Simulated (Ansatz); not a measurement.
Mulliken charges of CH3NOSi (`O=C=N[SiH3]`) from PBE/def2-TZVPP in Ansatz (PBE0-D4/def2-TZVP geometry).

```tsv
atom	x (Å)	y (Å)	z (Å)	charge (e)
O1	1.159	-2.416	1.429	-0.175
C2	0.717	-1.491	0.876	0.164
N3	0.265	-0.545	0.311	-0.153
Si4	-0.383	0.810	-0.495	0.290
H5	0.728	1.598	-1.077	-0.042
H6	-1.135	1.635	0.479	-0.042
H7	-1.290	0.341	-1.569	-0.042
```

By hand: the dipole of these point charges (1 e Å = 4.8032 D).

Σ q r = (-0.166, 0.346, -0.207) e Å, of length 0.436 e Å = 2.09 D.

How does the dipole of the full density compare? (Best estimate.)

Ansatz gave: (-0.156, 0.327, -0.195) e Å, 1.98 D; the point charges give 1.06 times that, at 0° from its direction.

Point charges leave out the atoms' own dipoles, such as those of lone pairs, and Mulliken's split depends on the basis, so the close match here is no proof of good charges.
